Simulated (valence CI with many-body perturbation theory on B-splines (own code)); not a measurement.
## Sn XXXVII: magnetic and hyperfine properties of the levels

Computed by valence CI with perturbative core correlation (CI+MBPT): four valence electrons over a frozen Dirac-Fock core [Ne], a basis of 11 s, 11 p, 10 d, 8 f, 5 g, 2 h functions for each j, with the one-electron correlation potential Σ1 (screened to all orders), the two-electron term Σ2, the three-electron term Σ3, Breit, model QED; selected single and double excitations, second order for the rest, scaled by the run's own slope (own B-spline code, finite nucleus).

The last digits are not significant, and no measured levels were compared; by estimate large intervals hold to a few tenths of a per cent, small ones and those within an open d or f shell to about a per cent. Among the levels kept, up to 690 cm⁻¹ of a level comes from second order outside the variational space, and about a tenth of that is noise between levels of different J, which matters for small intervals.

A/g_I is the dipole constant over the nuclear g factor μ/I (μ in nuclear magnetons, uniformly magnetised nucleus), B/Q the quadrupole constant per barn. Both hold the static response of the core; the bare values leave it out. Large factors of s and p1/2 electrons are usually good to 5 to 10 %; those of open d and f shells near neutrality can be off by tens of per cent, and small factors of p3/2, d and f electrons come from cancelling terms and can be off by a factor of two or in sign, in half-filled shells by more. B is blank for J = 1/2, where it vanishes, and for nearly pure S terms. Energies count from the lowest level. Levels with J = 0 are left out.

Levels are named by their leading jj configuration (3d3/2^4 stands for four electrons in 3d with j = 3/2), which in mixed levels can hold well under half, so a name can repeat and another be missing. Letters in brackets count levels of one name in rising energy.

| Level | E (cm⁻¹) | g | A/g_I (MHz) | A/g_I bare | B/Q (MHz/b) | B/Q bare |
| --- | --- | --- | --- | --- | --- | --- |
| (3s^2 3p1/2 3p3/2) J=1 | 403560 | 1.496 | -15400 | -13500 | 50900 | 49900 |
| (3s^2 3p1/2 3p3/2) J=2 | 449960 | 1.201 | 123000 | 120000 | 75500 | 74100 |
| (3s^2 3p3/2^2) J=2 | 887130 | 1.289 | 57100 | 56700 | 26300 | 25700 |
| (3s 3p1/2^2 3p3/2) J=2 | 1129200 | 1.667 | 286000 | 280000 | 71100 | 69700 |
| (3s 3p1/2^2 3p3/2) J=1 | 1275400 | 0.927 | -159000 | -153000 | 73600 | 72200 |
| (3s^2 3p1/2 3d3/2) J=2 | 1471000 | 0.793 | 93100 | 91800 | 8330 | 9170 |
| (3s 3p1/2 3p3/2^2) J=2 [a] | 1484700 | 1.485 | 178000 | 175000 | 40600 | 40000 |
| (3s 3p1/2 3p3/2^2) J=3 | 1560900 | 1.291 | 204000 | 200000 | -21100 | -20200 |
| (3s^2 3p1/2 3d3/2) J=1 | 1655500 | 1.013 | -50400 | -47100 | -8590 | -8070 |
| (3s^2 3p1/2 3d5/2) J=2 | 1696400 | 1.113 | -19400 | -17500 | 18100 | 18500 |
| (3s^2 3p1/2 3d5/2) J=3 | 1701900 | 1.139 | 111000 | 109000 | 47300 | 47300 |
| (3s 3p1/2 3p3/2^2) J=1 [a] | 1739300 | 1.181 | 282000 | 275000 | -67400 | -66100 |
| (3s 3p1/2 3p3/2^2) J=2 [b] | 1784800 | 1.222 | 72300 | 71800 | 2460 | 2670 |
| (3s 3p1/2 3p3/2^2) J=1 [b] | 1821000 | 1.366 | 51400 | 52200 | 34900 | 34300 |
| (3s^2 3p3/2 3d5/2) J=2 | 2000700 | 1.320 | 132000 | 130000 | -76100 | -74400 |
| (3s^2 3p3/2 3d5/2) J=4 | 2043800 | 1.245 | 27500 | 28100 | 125000 | 124000 |
| (3s^2 3p3/2 3d3/2) J=1 | 2067000 | 1.157 | 54200 | 54300 | -41100 | -40700 |
| (3s^2 3p3/2 3d3/2) J=2 | 2067400 | 1.066 | 20900 | 21800 | -14600 | -14200 |
| (3s^2 3p3/2 3d3/2) J=3 | 2074000 | 1.175 | 51100 | 51300 | 61400 | 60900 |
| (3s 3p1/2^2 3d3/2) J=1 | 2213400 | 0.325 | -206000 | -199000 | 6540 | 6920 |
| (3s^2 3p3/2 3d5/2) J=1 | 2235800 | 1.245 | -73600 | -69500 | -2730 | -2480 |
| (3s^2 3p3/2 3d5/2) J=3 | 2236300 | 1.125 | 34200 | 34400 | 41200 | 41500 |
| (3s 3p1/2^2 3d3/2) J=2 | 2237600 | 1.196 | 216000 | 211000 | 16300 | 16800 |
| (3s 3p3/2^3) J=2 | 2258200 | 1.296 | 187000 | 183000 | -81500 | -79900 |
| (3s 3p1/2^2 3d5/2) J=3 | 2362500 | 1.378 | 162000 | 159000 | 21900 | 22700 |
| (3s 3p3/2^3) J=1 | 2373100 | 1.075 | -109000 | -104000 | -10100 | -9690 |
| (3s 3p1/2^2 3d5/2) J=2 | 2389800 | 1.192 | -34900 | -31800 | -20500 | -19500 |
| (3s 3p1/2 3p3/2 3d3/2) J=2 [a] | 2530900 | 0.977 | 13600 | 14400 | 14900 | 15000 |
| (3s 3p1/2 3p3/2 3d3/2) J=1 [a] | 2557500 | 1.245 | 146000 | 143000 | -49100 | -48500 |
| (3s 3p1/2 3p3/2 3d3/2) J=3 [a] | 2577900 | 1.203 | 163000 | 160000 | -12000 | -11500 |
| (3s 3p1/2 3p3/2 3d3/2) J=2 [b] | 2588100 | 1.212 | 106000 | 104000 | -21700 | -21200 |
| (3s 3p1/2 3p3/2 3d5/2) J=4 [a] | 2627100 | 1.297 | 150000 | 148000 | 44000 | 44200 |
| (3s 3p1/2 3p3/2 3d5/2) J=4 [b] | 2652600 | 1.360 | 150000 | 148000 | 101000 | 99900 |
| (3s 3p1/2 3p3/2 3d5/2) J=3 [a] | 2713900 | 1.421 | 155000 | 153000 | 46800 | 46000 |

Take the isotope of mass number 119, with I = 1/2, μ = -1.0459 μN. What is the hyperfine structure of (3s 3p1/2^2 3p3/2) J=1?

From the table A = 333000 MHz. Shifts from the centre of gravity in MHz: F = 1/2: -333000, F = 3/2: 166000.
